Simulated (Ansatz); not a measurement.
`O=C=NBCl` + H–F → `O=C=NBF` + HCl at 400 K and 1 bar (ligand exchange at a B–Cl bond).

Isolated molecules relaxed with PBE0-D4/def2-TZVP in Ansatz; ΔE leaves out vibrations. CCSD(T)/CBS is the MP2 limit (def2-TZVPP, def2-QZVPP) plus CCSD(T) − MP2 in def2-TZVPP, frozen cores. This one scheme is used for every species. One conformer a species, not always the lowest.

```
   species  CCSD(T)/CBS energy (Eh)  H − E (kJ/mol)  S (J/(mol·K))
`O=C=NBCl`               -653.16741            97.3          338.1
       H–F               -100.39570            36.5          182.2
 `O=C=NBF`               -293.20193           100.2          323.0
       HCl               -460.38127            29.6          195.4
```

H − E and S are ideal-gas, rigid-rotor, harmonic terms from PBE0-D4/def2-TZVP, for one conformer and one mirror image of each species. 1 Eh = 2625.50 kJ/mol, R = 8.31446 J/(mol·K).

**Question.** By hand: ΔE, ΔH, ΔS and ΔG.

**Answer.** ΔE = (-293.20193) + (-460.38127) − (-653.16741) − (-100.39570) = -0.02009 Eh = -52.7 kJ/mol. Δ(H − E) = 100.2 + 29.6 − 97.3 − 36.5 = -4.0, so ΔH = -56.7 kJ/mol. ΔS = 323.0 + 195.4 − 338.1 − 182.2 = -1.9 J/(mol·K). ΔG = -56.7 − 400 × (-1.9)/1000 = -55.9 kJ/mol.

**Question.** By hand: the equilibrium constant, and the temperature at which ΔG would vanish if ΔH and ΔS stayed fixed.

**Answer.** log₁₀ K = −ΔG/(RT ln 10) = 7.3. ΔG = 0 at ΔH/ΔS = 29842 K, far beyond where these terms or the molecules hold.

The number of gas molecules stays the same, so ΔS is small and ΔH decides. A doubt of 5 kJ/mol in ΔE shifts log₁₀ K by 0.7 here. Other conformers and mirror images would add mixing entropy, several J/(mol·K) or more a flexible species. Modes under 60 cm⁻¹, often nearly free rotors, make the harmonic entropy too high. These are equilibria of isolated gas molecules and say nothing of rates. Largest T1 diagnostic: 0.016 (customary marks: 0.02 for closed shells, 0.045 for open ones).
